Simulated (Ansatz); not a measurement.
A run for Ansatz (a first-principles code): R-CCSD(T)/aug-cc-pVTZ on C3H2O (a complex), monomers drawn apart or pushed together.

Ansatz 0.2 input:
```yaml
crystal:
  periodic: [false, false, false]
  atoms:
    - {symbol: C, position_ang: [-0.14136296, 0.60135673, -0.49772889]}
    - {symbol: C, position_ang: [0.33868034, -0.29403580, 0.13533121]}
    - {symbol: H, position_ang: [-0.56670585, 1.39547260, -1.06143003]}
    - {symbol: H, position_ang: [0.76126688, -1.08504836, 0.70559523]}
    - {symbol: C, position_ang: [0.13201378, -0.65259879, 3.21785291]}
    - {symbol: O, position_ang: [-0.42257426, 0.07823990, 3.86804505]}
basis:
  gaussian:
    orbitals: aug-cc-pVTZ
magnetization: {spin_polarized: false}
correlation: {method: ccsd_t, electrons: outside_noble_gas}
scf: {lower_state_search: off}
```

Problem. Give the final energy of this run.

Solution. -190.3545 hartree (reference determinant -189.6305, T1 diagnostic 0.016).

Problem. How many basis functions does it have, and what does it roughly cost on one machine?

Solution. 230 functions; about 120 core-seconds (a rough figure).
